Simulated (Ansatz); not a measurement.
Input for Ansatz (a quantum-chemistry and plane-wave program): R-PBE/def2-TZVPP on digermane (SMILES [GeH3][GeH3]), a point of a torsion scan.

Ansatz 0.2 input:
```yaml
crystal:
  periodic: [false, false, false]
  atoms:
    - {symbol: Ge, position_ang: [-1.17973000, 0.08537530, -0.01443595]}
    - {symbol: Ge, position_ang: [1.18324265, -0.03215022, -0.00251325]}
    - {symbol: H, position_ang: [-1.80968566, -0.75729659, -1.08138400]}
    - {symbol: H, position_ang: [-1.70295037, 1.47108838, -0.24125922]}
    - {symbol: H, position_ang: [-1.80197631, -0.36912850, 1.27066570]}
    - {symbol: H, position_ang: [1.84373563, 1.29460508, -0.22356041]}
    - {symbol: H, position_ang: [1.73666460, -0.93369524, -1.06374105]}
    - {symbol: H, position_ang: [1.74454946, -0.54595723, 1.28829476]}
basis:
  gaussian:
    orbitals: def2-TZVPP
hamiltonian:
  xc: {name: PBE}
scf: {lower_state_search: off}
```

The head of its log:

```
WARN ansatz: RAYON_NUM_THREADS=1 ignored (pool sized by the plan → 1); use --threads N
Functional definition: PBE
these checks for a lower state are left out or cut short: stability, starts, cluster_reference, orbital_swaps, neighbouring_geometries, increment
integrals: 0.10 GiB planned
1070 factors; their error is unknown
mean field: 0.65 GiB planned
mean field evaluation 1: about -113114.7352 eV, gradient 3.5e1 eV
mean field evaluation 2: about -113115.2366 eV, gradient 4.0e1 eV
```

Question: Predict the final total energy.

Answer: -4156.9484 hartree.
